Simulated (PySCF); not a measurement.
**Bond length, frequency and bond energy of NbS by level of theory**

State: ⁴Σ⁻ (quartet), unpaired electrons σ ↑, δ ↑↑. Set-up: basis Nb def2-TZVPP with ECP28, S def2-TZVPP; scalar-relativistic core potentials; PySCF 2.14. De refers to Nb (4d4 5s1) + S in their high-spin ground configurations, without counterpoise correction. The functionals are run spin-unrestricted. A positive dipole means Nb(−)S(+).

```tsv
Level	Re (Å)	ωe (cm⁻¹)	De (eV)	μ (D)
ROHF	2.142	562	n/a	-6.97
ROHF-MP2	2.103	602	n/a	n/a
ROHF-SCS-MP2	2.114	589	n/a	n/a
ROHF-CCSD	2.128	566	4.86	n/a
ROHF-CCSD(T)	2.141	548	5.41	n/a
LDA	2.111	562	6.78	-3.66
PBE	2.135	540	5.89	-3.96
PBEsol	2.122	552	6.26	-3.85
r²SCAN	2.134	544	5.48	-4.62
B3LYP	2.136	547	5.42	-4.48
PBE0	2.121	559	5.33	-4.66
r²SCAN0	2.123	558	5.03	-5.06
HSE06	2.124	557	5.32	-4.59
```

Task: Which functional lies closest to ROHF-CCSD(T) in De, which farthest, and by how much do they differ from it?

Result: Closest is B3LYP (-0.5 pm in Re, -0.2 % in ωe, +0.01 eV in De against ROHF-CCSD(T) in the same basis), farthest LDA (-3.0 pm in Re, +2.6 % in ωe, +1.37 eV in De). CCSD(T) converges more slowly with the basis than the functionals do and binds too weakly in this one, so the order can change at the basis-set limit.

Task: What does a quarter of exact exchange do here, going from PBE to PBE0?

Result: PBE0 less PBE: -1.4 pm in Re, +3.5 % in ωe, -0.56 eV in De. Exact exchange removes part of the self-interaction that spreads semilocal densities, and in most molecules shortens and stiffens the bond and lowers De; so it does here.

Task: What does the step from GGA to meta-GGA do here, going from PBE to r²SCAN?

Result: r²SCAN less PBE: -0.1 pm in Re, +0.7 % in ωe, -0.41 eV in De. 

Correlated steps freeze 5 core orbitals. The metal atom is held in its measured ground configuration; semilocal functionals can put another filling of s and d lower by some tenths of an eV, and De to that atom would be smaller. Spin–orbit coupling is left out, which matters for elements this heavy, above all for dissociation energies. The CCSD T1 diagnostic is raised, a sign that a single reference may not be enough here. With d or f electrons several states lie close, and the lowest PBE0 determinant need not be the measured ground state.

The whole job (state search and all levels along the bond) took about 21 min on 2 threads of Arm Neoverse V1 (shared host), peak memory 4.5 GiB.
